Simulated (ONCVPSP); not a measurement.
Which setting gave this result? (hydrogen (H), ONCV)

Base potential:

```json
{
 "Element": "hydrogen (H)",
 "Generator": "ONCVPSP 4.0.1",
 "Type": "optimised norm-conserving Vanderbilt (ONCV)",
 "Functional": "PBE",
 "Relativity": "scalar-relativistic",
 "Frozen core": "none",
 "Valence charge": "1",
 "Reference configuration": "1s1",
 "Partial waves": "1s: rc 0.80 bohr, ncon 4, nbas 8, qcut 9.8 1/bohr, 2 projectors, debl 3.1 Ha; p scattering state at 0.09 Ha: rc 0.80 bohr, ncon 4, nbas 8, qcut 8.4 1/bohr, 3 projectors, debl 1.3 Ha",
 "Local potential": "polynomial inside 0.60 bohr (lpopt 2, dvloc0 4 Ha)",
 "Core correction": "none"
}
```

Cutoffs, loose and tight: the cutoffs (Ha) at which the residual kinetic energy of the hardest occupied pseudo-wave falls to 1 and 0.1 mHa per electron. They do not see the model core or the augmentation charge, which bear on the density cutoff. Test errors are all-electron minus pseudo excitation energies from the reference, over the configurations 1s0.5; variants that change the core or the reference have their own tests.

Only the scale of all radii (base = 1) is moved:

```tsv
scale of all radii (base = 1)	cutoff, loose	cutoff, tight	bound ghosts
0.8	29 Ha	49 Ha	none
0.92	26 Ha	41 Ha	none
1.02	24 Ha	37 Ha	none
1.12	23 Ha	35 Ha	none
1.3	21 Ha	31 Ha	none
```

One more run gave cutoff, loose: 22 Ha; cutoff, tight: 33 Ha; bound ghosts: none. Which value of the scale of all radii (base = 1) was used?

1.17. The tight cutoff moves one way along this sweep, from 49 Ha at 0.8 to 31 Ha at 1.3, which places the run between 1.12 and 1.3.
